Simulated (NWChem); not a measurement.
Molecule: SiH2OClF; SMILES [SiH](Cl)(F)O

```xyz
6

Si    -0.0026     0.4328     0.3759
O     -1.3216     1.1810    -0.2363
F      1.3462     1.0421    -0.2668
Cl     0.0015    -1.5636    -0.0964
H      0.0111     0.6405     1.8310
H     -1.5435     1.0543    -1.1640
```
Atoms are numbered in this order, from 1.

Program: NWChem. Geometry: optimised at PBE0/def2-SVP. Total energies compare along this basis series because the functional is fixed.

| level | basis functions | energy (Ha) | highest occupied level (eV) | orbital gap (eV) | dipole (D) |
|---|---|---|---|---|---|
| TPSS/def2-SVP | 74 | -925.7978 | -7.91 | 8.21 | 1.23 |
| TPSS/def2-SVPD | 113 | -925.8271 | [?] | [?] | 1.09 |
| TPSS/def2-TZVP | 148 | -926.2931 | -8.12 | 7.90 | 1.13 |
| TPSS/def2-TZVPP | 174 | -926.2948 | -8.12 | 7.89 | 1.12 |

Question: Fill in the missing entries.

Answer: 
- TPSS/def2-SVPD, highest occupied level (eV): -8.27
- TPSS/def2-SVPD, orbital gap (eV): 7.66
